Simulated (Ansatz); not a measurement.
A series at Zr: from `[SH][Zr]([Cl])([Cl])[Cl]`, ligands are replaced one by one, each step taking up H₂S and setting free HCl; n counts the steps. Ansatz, PBE0-D4/def2-TZVP geometries. Each molecule was computed in one conformer, which needn't be the lowest.

| n | molecule | HOMO energy, ωB97M-V/def2-TZVPP (eV) |
| --- | --- | --- |
| 0 | `[SH][Zr]([Cl])([Cl])[Cl]` | -10.41 |
| 1 | `[SH][Zr]([SH])([Cl])[Cl]` | -10.25 |
| 2 | `[SH][Zr]([SH])([SH])[Cl]` | -10.12 |
| 3 | `[SH][Zr]([SH])([SH])[SH]` | ? |

Question: By hand: fit a straight line y = ȳ + b (n − n̄) to the 3 given rows and predict n = 3.

Answer: n̄ = 1.000, ȳ = -10.260; Σ(n − n̄)(y − ȳ) = 0.290, Σ(n − n̄)² = 2.000, so b = 0.145 eV a step. Prediction: -10.260 + (0.145) × (2.000) = -9.97 eV.

Question: By hand: compare with the computed value, -10.02 eV, and give the steps along the whole series.

Answer: The line misses by -0.05 eV (computed minus predicted). Steps: 0.16, 0.13, 0.10 eV.

The steps shrink at each stage, from 0.16 to 0.10 eV, so the series is curved and an end member is harder to predict than an inner one. The highest orbital can change its character along such a series. The miss is 12.8 % of the series' range.
